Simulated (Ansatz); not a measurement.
System: dichloro(difluoro)silane, sum formula SiCl2F2, net charge 0, singlet state. 
Coordinates optimised at B3LYP-D3(BJ)/def2-TZVP (Ansatz, a first-principles code):
SMILES: F[Si](F)(Cl)Cl
```xyz
5

Si    -0.0174    -0.3276     0.0117
F      0.0230    -1.2155     1.3135
F     -0.1563    -1.2966    -1.2238
Cl    -1.6227     0.8923     0.0862
Cl     1.7076     0.7074    -0.1433
```
Charge 0, spin multiplicity 1.

Basis-set convergence of Hartree-Fock and MP2 correlation energies (hartree) with Ansatz. Valence correlation only, unless marked. Spin-orbit coupling is left out. Non-relativistic.

```json
[
 {"basis": "aug-cc-pV(D+d)Z", "functions": "142", "E(HF)": "-1407.10065", "E(corr, MP2)": "-0.79667"},
 {"basis": "aug-cc-pV(T+d)Z", "functions": "257", "E(HF)": "-1407.20925", "E(corr, MP2)": "-1.00952"},
 {"basis": "aug-cc-pV(Q+d)Z", "functions": "427", "E(HF)": "-1407.23541", "E(corr, MP2)": "-1.09335"}
]
```

Extrapolating the two largest sets (X = 3 and 4) as X^-3: E(corr) = (64·(-1.09335) - 27·(-1.00952))/37 = -1.1545 Eh, an estimate of the basis-set limit. The largest set recovers 94.7 % of it, the smallest 69.0 %.
